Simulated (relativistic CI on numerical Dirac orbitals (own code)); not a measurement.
## Os6+: N6,7 absorption edge

Computed with this model: Dirac-Coulomb-Breit CI, separate exchange-only KLI orbitals for each configuration, model QED (radiative potential, 1s self-energy scaled to tabulated hydrogen-like ionisation energies), valence Slater integrals scaled by 0.8, multiplet model of core-to-valence dipole absorption; configurations [Xe] 4f14 5d2 → [Xe] 4f13 5d3; 300 K; Lorentzian 0.3 eV and Gaussian 0.3 eV FWHM. Energies are those of the free ion, without screening or charge transfer. The branching ratio is the share of the lower-energy edge in the whole absorption, uncertain by about 0.02 where the edges overlap. S is read from ⟨S²⟩ = S(S + 1).

Field parameters in Wybourne normalisation: D3d B²₀ = −7Dσ, B⁴₀ = −14Dq − 21Dτ, B⁴₃ = −14√(10/7) Dq. The field is a parameter set, without covalency.

free ion: ground-state S = 0.92, centroid 58.84 eV. Peaks (eV, height): 55.9 (8), 56.8 (18), 57.5 (31), 58.3 (70), 59.1 (100), 60.7 (26).

D3d, 10Dq = 32300, Dσ = -1200, Dτ = 360 cm⁻¹: ground-state S = 0.96, centroid 59.34 eV. Peaks (eV, height): 54.0 (17), 55.7 (42), 56.6 (49), 57.5 (25), 59.0 (92), 61.2 (100), 62.3 (40).

D3d, 10Dq = 32300, Dσ = 1200, Dτ = 360 cm⁻¹: ground-state S = 0.97, centroid 59.38 eV. Peaks (eV, height): 54.2 (14), 55.0 (21), 55.8 (32), 56.9 (51), 59.1 (87), 61.2 (100).

Strongest unbroadened transitions for D3d, 10Dq = 32300, Dσ = -1200, Dτ = 360 cm⁻¹:

| Energy (eV) | Relative strength |
| --- | --- |
| 55.75 | 46.9 |
| 56.54 | 86.2 |
| 56.56 | 44.1 |
| 56.76 | 47.7 |
| 58.60 | 59.3 |
| 58.69 | 45.6 |
| 58.78 | 49.9 |
| 58.99 | 82.5 |
| 59.03 | 100.0 |
| 59.07 | 47.6 |
| 59.09 | 44.6 |
| 59.41 | 55.2 |
| 60.68 | 43.4 |
| 61.01 | 70.3 |
| 61.20 | 99.7 |
| 61.25 | 55.6 |
| 61.28 | 64.2 |
| 62.45 | 54.6 |
